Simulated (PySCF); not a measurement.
Job for PySCF: R-BP86/6-31G* on CH4GeS (SMILES [CH3][Ge][SH]), a point of a torsion scan.

```python
from pyscf import gto, scf, dft, mp
from pyscf.data.elements import chemcore

mol = gto.M(
    atom='''
    C    -0.94734749   -0.11665181    0.01466321
    Ge    0.18715710    1.52805299   -0.36203774
    S     2.18677127    0.58480896    0.20788582
    H    -0.76569271   -0.84532947   -0.77747375
    H    -2.01400468    0.10550828    0.02920857
    H    -0.67872484   -0.58921876    0.95966384
    H     2.70553402    0.78851327   -0.99613256
    ''',
    basis='6-31g*',
    cart=True,
    charge=0, spin=0, verbose=3, max_memory=1800)
mf = dft.RKS(mol, xc='b88,p86')
mf.conv_tol = 1e-8
mf.max_cycle = 100
mf.kernel()
if not mf.converged:
    mf = mf.newton().run(mf.mo_coeff, mf.mo_occ)
```

Output:

```
converged SCF energy = -2515.71958187276
```

The calculation finished and met its thresholds.

Cost: about 12 core-seconds (a rough figure).
